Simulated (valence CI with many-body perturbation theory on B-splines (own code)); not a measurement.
Cs41+: calculated level list

Level of theory: relativistic CI+MBPT: four valence electrons over a frozen Dirac-Fock core [Ne], a basis of 11 s, 11 p, 10 d, 8 f, 5 g, 2 h functions for each j, with the one-electron correlation potential Σ1 (screened to all orders), the two-electron term Σ2, the three-electron term Σ3, Breit, model QED; selected single and double excitations, second order for the rest, scaled by the run's own slope (own B-spline code, finite nucleus).

No measured spectrum was set against this ion. As an estimate, large intervals hold to a few tenths of a per cent, small ones and those within an open d or f shell to about a per cent. Among the levels kept, up to 650 cm⁻¹ of a level comes from second order outside the variational space, and about a tenth of that is noise between levels of different J, which matters for small intervals.

Levels 136 to 171 of 171, with energies above the lowest level, (3s^2 3p1/2^2) J=0. "Leading %" is the weight of the configuration and term that name the level; weights of strongly mixed levels are sums over their largest components and can fall short. In the jj column 3d3/2^4 stands for four electrons in 3d with j = 3/2. Lifetimes count E1, E2, E3, M1 and M2 decay at the calculated energies, and are blank where another channel may lead or the interval is too uncertain; long ones can be off by a factor of two.

| No. | Configuration | Term | J | E (eV) | Leading % | Lifetime | Leading jj |
| --- | --- | --- | --- | --- | --- | --- | --- |
| 136 | 3s.3p.3d2 | 3F° | 3 | 642.07 | 22 | 3.16 ps | 3s 3p1/2 3d5/2^2 (56 %) |
| 137 | 3s.3p.3d2 | 3F° | 2 | 642.15 | 18 | 3.30 ps | 3s 3p1/2 3d5/2^2 (45 %) |
| 138 | 3p3.3d | 1G° | 4 | 644.10 | 51 | 2.98 ps | 3p1/2 3p3/2^2 3d3/2 (65 %) |
| 139 | 3s.3p.3d2 | 3P° | 0 | 644.62 | 50 | 4.45 ps | 3s 3p1/2 3d5/2^2 (46 %) |
| 140 | 3p3.3d | 3D° | 1 | 645.54 | 15 | 3.85 ps | 3s 3p1/2 3d5/2^2 (56 %) |
| 141 | 3p3.3d | 3P° | 0 | 650.98 | 27 | 1.72 ps | 3p1/2 3p3/2^2 3d3/2 (55 %) |
| 142 | 3p3.3d | 3F° | 2 | 653.50 | 32 | 1.92 ps | 3p1/2 3p3/2^2 3d3/2 (62 %) |
| 143 | 3s.3p.3d2 | 3P° | 1 | 654.43 | 27 | 3.45 ps | 3s 3p1/2 3d5/2^2 (48 %) |
| 144 | 3p3.3d | 3F° | 4 | 656.80 | 40 | 2.84 ps | 3p1/2 3p3/2^2 3d5/2 (65 %) |
| 145 | 3p3.3d | 3G° | 5 | 658.89 | 71 | 4.41 ps | 3p1/2 3p3/2^2 3d5/2 (71 %) |
| 146 | 3p3.3d | 3P° | 2 | 658.95 | 23 | 1.67 ps | 3p1/2 3p3/2^2 3d3/2 (57 %) |
| 147 | 3p3.3d | 3D° | 3 | 660.69 | 28 | 1.80 ps | 3p1/2 3p3/2^2 3d3/2 (47 %) |
| 148 | 3p3.3d | 3P° | 1 | 661.16 | 25 | 1.48 ps | 3p1/2 3p3/2^2 3d3/2 (51 %) |
| 149 | 3p3.3d | 1G° | 4 | 664.74 | 18 | 2.50 ps | 3p1/2 3p3/2^2 3d5/2 (55 %) |
| 150 | 3p3.3d | 3D° | 3 | 667.81 | 25 | 1.80 ps | 3p1/2 3p3/2^2 3d5/2 (25 %) |
| 151 | 3s.3p.3d2 | 3P° | 0 | 670.48 | 42 | 2.48 ps | 3p1/2 3p3/2^2 3d5/2 (41 %) |
| 152 | 3p3.3d | 3D° | 1 | 672.14 | 22 | 1.51 ps | 3p1/2 3p3/2^2 3d3/2 (56 %) |
| 153 | 3p3.3d | 3P° | 2 | 672.47 | 34 | 3.16 ps | 3p1/2 3p3/2^2 3d5/2 (82 %) |
| 154 | 3s.3p.3d2 | 5D° | 0 | 673.03 | 83 | 1.58 ps | 3s 3p3/2 3d3/2^2 (89 %) |
| 155 | 3s.3p.3d2 | 5D° | 2 | 673.69 | 42 | 1.53 ps | 3s 3p3/2 3d3/2^2 (68 %) |
| 156 | 3s.3p.3d2 | 5D° | 1 | 673.90 | 57 | 1.42 ps | 3s 3p3/2 3d3/2^2 (68 %) |
| 157 | 3s.3p.3d2 | 5F° | 3 | 674.77 | 40 | 1.63 ps | 3s 3p3/2 3d3/2^2 (57 %) |
| 158 | 3s.3p.3d2 | 3P° | 1 | 675.93 | 29 | 2.37 ps | 3s 3p1/2 3d5/2^2 (37 %) |
| 159 | 3s.3p.3d2 | 5F° | 4 | 676.27 | 48 | 2.03 ps | 3s 3p3/2 3d3/2 3d5/2 (52 %) |
| 160 | 3p3.3d | 3F° | 3 | 677.82 | 34 | 2.74 ps | 3p1/2 3p3/2^2 3d5/2 (81 %) |
| 161 | 3s.3p.3d2 | 5G° | 5 | 679.17 | 43 | 2.74 ps | 3s 3p3/2 3d3/2 3d5/2 (75 %) |
| 162 | 3s.3p.3d2 | 5G° | 6 | 679.40 | 91 | 8.00 ps | 3s 3p3/2 3d5/2^2 (52 %) |
| 163 | 3p3.3d | 1F° | 3 | 681.73 | 35 | 2.21 ps | 3p1/2 3p3/2^2 3d5/2 (57 %) |
| 164 | 3s.3p.3d2 | 5D° | 4 | 685.44 | 59 | 2.11 ps | 3s 3p3/2 3d3/2 3d5/2 (68 %) |
| 165 | 3p3.3d | 1D° | 2 | 686.08 | 27 | 2.03 ps | 3p1/2 3p3/2^2 3d5/2 (54 %) |
| 166 | 3s.3p.3d2 | 5P° | 3 | 687.48 | 48 | 2.81 ps | 3s 3p3/2 3d3/2 3d5/2 (85 %) |
| 167 | 3p3.3d | 3D° | 2 | 688.26 | 50 | 1.51 ps | 3p1/2 3p3/2^2 3d5/2 (51 %) |
| 168 | 3s.3p.3d2 | 5S° | 2 | 688.45 | 31 | 1.47 ps | 3s 3p3/2 3d3/2^2 (47 %) |
| 169 | 3p3.3d | 3D° | 1 | 688.51 | 20 | 1.54 ps | 3p1/2 3p3/2^2 3d5/2 (58 %) |
| 170 | 3s.3p.3d2 | 3D° | 1 | 693.08 | 42 | 1.52 ps | 3s 3p3/2 3d3/2 3d5/2 (52 %) |
| 171 | 3s.3p.3d2 | 3F° | 2 | 697.09 | 29 | 1.85 ps | 3s 3p3/2 3d3/2 3d5/2 (72 %) |

Where two levels of one J and parity lie close, their mixing, g and order are uncertain.
